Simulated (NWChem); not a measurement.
Species: CH4F2Ge; SMILES [CH3][GeH]([F])[F]

```xyz
8

Ge     0.0000    -0.0307     0.2796
C     -0.0008     1.7674    -0.4002
F     -1.3681    -0.8724    -0.3738
F      1.3690    -0.8710    -0.3737
H      0.0001    -0.2732     1.7914
H     -0.8786     2.3137    -0.0272
H      0.9118     2.2920    -0.0838
H     -0.0360     1.7370    -1.4982
```
Atoms are numbered in this order, from 1.

Program: NWChem. All runs use the structure optimised with PBE0/def2-SVP. Ions are spin-unrestricted doublets at the neutral geometry; other ion states weren't tried.

For level PBE/def2-SVP:

| Quantity | Result |
|---|---|
| vertical ionisation energy, ΔSCF (eV) | 11.14 |
| −ε(HOMO) (eV) | 7.78 |

### Question
How do the values read with level PBE0/def2-SVP instead?

### Answer
The vertical ionisation energy, ΔSCF (eV) is 11.73 and the −ε(HOMO) (eV) is 9.38.
